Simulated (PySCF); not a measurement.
A PySCF script (with the pyscf-properties extension) for the NMR shieldings of `C[S@@+]([AlH3-])Cc1ccco1`, C₆H₁₁AlOS, on a GFN2-xTB geometry:

```python
import basis_set_exchange as bse
import numpy as np
from pyscf import gto, dft
from pyscf.prop import nmr

atoms = """
C    -2.173761    0.170521    1.013180
S    -1.849555   -0.937631   -0.382634
Al   -1.054383    1.165188   -1.658392
C    -0.319210   -1.763950    0.174399
C     0.823104   -0.815272    0.203736
C     2.071742   -0.899961    0.742357
C     2.727562    0.312895    0.408317
C     1.831613    1.044410   -0.300878
O     0.676531    0.366856   -0.421886
H    -1.678683    1.132676    0.860703
H    -3.248382    0.321835    1.044237
H    -1.837310   -0.300305    1.931643
H    -0.571889    2.410328   -0.810345
H    -0.227852    0.424781   -2.767056
H    -2.611111    1.270210   -1.849202
H    -0.151093   -2.556453   -0.558645
H    -0.490199   -2.221675    1.149822
H     2.474346   -1.719943    1.300852
H     3.729358    0.588949    0.665662
H     1.874024    2.017220   -0.748906
"""
names = dict.fromkeys(["C", "S", "Al", "O", "H"], "pcSseg-1")
basis = {el: gto.basis.parse(bse.get_basis(n, elements=[el], fmt="nwchem")) for el, n in names.items()}
mol = gto.M(atom=atoms, basis=basis, charge=0, verbose=0)
mf = dft.RKS(mol, xc="PBE0")
mf.grids.level = 2
mf.grids.alignment = dft.numint.BLKSIZE   # the property module wants whole blocks of grid points
mf.conv_tol = 1e-9
mf.kernel()

calc = nmr.RKS(mf)   # GIAO
C = mf.mo_coeff
Co = C[:, mf.mo_occ > 0]
resp = mf.gen_response(singlet=True, hermi=2)
def vind(x):   # induced exchange potential for any number of trial vectors
    d = np.einsum("pi,xij,qj->xpq", C, 2 * x.reshape(-1, C.shape[1], Co.shape[1]), Co, optimize=True)
    return np.einsum("xpq,pi,qj->xij", resp(d - d.transpose(0, 2, 1)), C, Co, optimize=True).ravel()
mo1, _ = nmr.rhf.solve_mo1(calc, with_cphf=vind)
sigma = calc.kernel(mo1)
for i, s in enumerate(sigma):   # ppm
    w = np.linalg.eigvalsh((s + s.T) / 2)
    print("%2d %-2s iso %8.1f  s11 %8.1f  s22 %8.1f  s33 %8.1f" % (i, mol.atom_pure_symbol(i), w.mean(), *w))
```

**Question.** What are the results?

**Answer.** 
```
 0 C  iso    161.9  s11    140.5  s22    156.3  s33    188.9
 1 S  iso    581.2  s11    433.5  s22    563.5  s33    746.8
 2 Al iso    421.3  s11    356.8  s22    434.6  s33    472.4
 3 C  iso    148.8  s11    139.3  s22    141.6  s33    165.4
 4 C  iso     37.0  s11    -41.1  s22     54.7  s33     97.6
 5 C  iso     70.7  s11    -13.9  s22     68.3  s33    157.6
 6 C  iso     67.3  s11    -19.9  s22     63.4  s33    158.4
 7 C  iso     41.1  s11    -40.1  s22     47.2  s33    116.4
 8 O  iso     29.5  s11    -98.2  s22    -32.6  s33    219.2
 9 H  iso     28.1  s11     21.6  s22     28.9  s33     33.8
10 H  iso     28.8  s11     24.1  s22     25.5  s33     37.0
11 H  iso     30.1  s11     25.4  s22     27.9  s33     37.1
12 H  iso     26.9  s11     23.0  s22     26.9  s33     30.8
13 H  iso     26.9  s11     24.3  s22     24.5  s33     31.8
14 H  iso     26.7  s11     22.0  s22     26.5  s33     31.7
15 H  iso     27.8  s11     21.9  s22     26.5  s33     34.9
16 H  iso     28.1  s11     21.9  s22     27.8  s33     34.5
17 H  iso     25.2  s11     22.6  s22     25.1  s33     28.0
18 H  iso     24.9  s11     22.7  s22     25.4  s33     26.7
19 H  iso     23.8  s11     20.2  s22     24.5  s33     26.7
```

These numbers come from an equivalent density-fitted implementation of the same equations, which agrees with the script to about 0.01 ppm for H and up to a few tenths of a ppm for heavy atoms, so last digits may differ.

Size and cost of the density-fitted run: 222 basis functions, 2.1 min wall time on 1 thread of an Intel Xeon, shared host; peak memory 1 GiB.
